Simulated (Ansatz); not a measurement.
Basis-set extrapolation for FH5OSi2 (`O[SiH2][SiH2]F`) (PBE0-D4/def2-TZVP geometry, frozen core, Ansatz). Multiplicity 1, RHF reference.

```json
{"": "HF", "def2-TZVPP": "-755.284132", "def2-QZVPP": "-755.311425"}
{"": "MP2 correlation", "def2-TZVPP": "-0.736156", "def2-QZVPP": "-0.799980"}
{"": "CCSD(T) correlation", "def2-TZVPP": "-0.798113", "def2-QZVPP": "-0.858291"}
```

Energies in hartree. Use E(X) = E(∞) + A·exp(−7.88·√X) for Hartree–Fock and E(X) = E(∞) + B·X^(−2.97) for correlation, with X = 3 and 4.

**Question.** What is the CCSD(T) energy at the basis-set limit?

**Answer.** HF limit: -755.311425 + (-0.027293) × 0.13774 = -755.31518. Correlation limit: -0.858291 + (-0.060178) × 0.74074 = -0.90287. Total: -756.21805 hartree, 3.70 eV below CCSD(T)/def2-TZVPP.
